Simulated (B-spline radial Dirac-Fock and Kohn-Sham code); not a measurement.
## Kohn-Sham estimates against Dirac-Fock for the levels of Ho⁺

System: holmium as Ho⁺ in the configuration [Xe] 4f11 6s1.

The density-functional columns are spherical, spin-unpolarised Dirac-Kohn-Sham results without Breit or QED terms: −ε is minus the orbital energy of the initial state and ΔSCF the difference of two total energies. The reference in the last column comes from relaxed Dirac-Fock hole states (ΔSCF) with Breit and QED corrections and a finite nucleus. All numbers are from a B-spline atomic structure program, in eV; a selection of levels is shown. The Kohn-Sham columns are given as differences from the reference. For the 1s level of heavy atoms much of the gap between ΔSCF and the reference is the Breit and QED part, -250.9 eV here; for other levels the error of the functional can be larger.

| level | LDA −ε − DF | LDA ΔSCF − DF | PBE −ε − DF | PBE ΔSCF − DF | Dirac-Fock |
| --- | --- | --- | --- | --- | --- |
| 1s | -243.9 | +239.4 | -193.6 | +291.2 | 55623.7 |
| 2s | -144.1 | -58.4 | -137.0 | -51.6 | 9409.2 |
| 2p1/2 | -103.5 | +6.6 | -100.4 | +9.6 | 8926.6 |
| 2p3/2 | -112.2 | -14.9 | -110.1 | -13.0 | 8079.4 |
| 3s | -69.7 | -46.4 | -67.7 | -44.5 | 2143.5 |
| 3p1/2 | -54.1 | -29.1 | -53.3 | -28.4 | 1933.8 |
| 3p3/2 | -53.2 | -30.2 | -52.6 | -29.8 | 1754.2 |
| 3d3/2 | -32.7 | -4.9 | -32.8 | -5.0 | 1399.2 |
| 3d5/2 | -33.5 | -6.4 | -33.6 | -6.6 | 1360.9 |
| 4s | -33.1 | -23.2 | -32.2 | -22.4 | 447.4 |
| 4p1/2 | -26.1 | -16.3 | -25.6 | -15.9 | 363.3 |
| 4p3/2 | -26.4 | -16.8 | -25.8 | -16.3 | 323.3 |
| 4d3/2 | -14.6 | -5.3 | -14.5 | -5.3 | 184.2 |
| 4d5/2 | -14.7 | -5.5 | -14.6 | -5.4 | 177.0 |
| 4f | -2.8 | +5.2 | -3.1 | +4.9 | 12.73 |
| 5p1/2 | -4.2 | +2.1 | -4.4 | +1.8 | 40.42 |
| 5p3/2 | -4.2 | +1.8 | -4.4 | +1.6 | 35.42 |
| 6s | -1.7 | +1.1 | -1.9 | +0.9 | 10.89 |

For the outermost level NIST gives 11.781 ± 0.02 eV (semi-empirical); the differences from it are LDA −ε -2.56, LDA ΔSCF +0.23, PBE −ε -2.83, PBE ΔSCF +0.03, Dirac-Fock -0.89 eV.

Values without a named source are computed, but for edge energies of neutral atoms, which are taken from tables.
